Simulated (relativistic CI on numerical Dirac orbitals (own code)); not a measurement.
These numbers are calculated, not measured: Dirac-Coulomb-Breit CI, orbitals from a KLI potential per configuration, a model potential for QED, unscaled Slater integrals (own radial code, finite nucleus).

The strongest absorption lines from the ground level of an ion, among the configurations computed and to levels below about 6260 eV (vacuum wavelength in Å, gf): 1.9878 (0.25), 2.5723 (0.4), 2.5773 (0.25), 2.5848 (0.18), 2.6170 (0.7), 2.6252 (0.89), 26.813 (0.13), 26.882 (0.19).

Problem. Which ion is it?
A. Sb⁴⁶⁺
B. Pr⁵⁴⁺
C. Sb⁴⁸⁺
D. Sb⁴⁴⁺

Solution. A. Sb⁴⁶⁺ has 5 electrons and the ground level 2s2.2p 2P°_1/2; the strongest line goes to 2s.2p.3p 4D_3/2. The pattern of lines fixes the number of electrons, and along that sequence the line energies rise steadily with the charge (about as its square where n changes within one kind of shell, about linearly where n is kept but much faster in heavy ions where fine structure, which grows about as Z⁴, sets the gap, and irregularly where shells cross), which fixes Z. Configurations outside the model, such as inner-shell arrays, can give stronger lines. At this charge energies of transitions that change n are usually good to better than 1 %, and those within a shell (Δn = 0) to a few per cent.

LS names give the leading component of a level, which can be under half, so a name can repeat, a term be missing and a line seem to break the LS rules.
